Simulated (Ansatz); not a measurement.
F₂H₅NO₂Si₂ (`O[SiH2]N[Si](O)(F)F`), relaxed with RKS PBE0-D4/def2-TZVP in Ansatz 0.2.0 from a GFN2-xTB geometry. The force threshold is 0.005 eV/Å; the program also tests the step.

Charge 0, multiplicity 1.

Start:

```xyz
12

O     0.982    1.492   -1.078
Si    1.483   -0.034   -0.935
N     0.497   -0.821    0.283
Si   -1.087   -0.449    0.747
O    -1.309    1.141    0.598
F    -2.246   -1.196   -0.070
F    -1.387   -0.934    2.240
H     0.244    1.774   -0.535
H     1.301   -0.704   -2.222
H     2.846   -0.083   -0.414
H     0.853   -1.694    0.629
H    -2.177    1.508    0.756
```

(1) How much energy does the relaxation release, and in how many steps? (Estimate.)

(2) Which bonds change most? (An estimate is asked.)

(3) Give the relaxed structure. (Best estimate.)

## Answers

(1) Ansatz gave: 8.90 kJ/mol, in 17 steps, 2 of them rejected.

(2) The calculation gave: Si2–H10 from 1.460 to 1.487 Å; O1–Si2 from 1.612 to 1.634 Å; Si2–H9 from 1.462 to 1.482 Å; Si4–F6 from 1.603 to 1.585 Å.

(3) Computed: 
```xyz
12

O     0.780    1.395   -1.276
Si    1.439   -0.063   -0.942
N     0.443   -0.851    0.246
Si   -1.108   -0.460    0.763
O    -1.253    1.162    0.828
F    -2.281   -1.002   -0.155
F    -1.357   -1.127    2.176
H     0.292    1.813   -0.559
H     1.494   -0.801   -2.226
H     2.809    0.014   -0.369
H     0.877   -1.614    0.749
H    -2.135    1.534    0.766
```
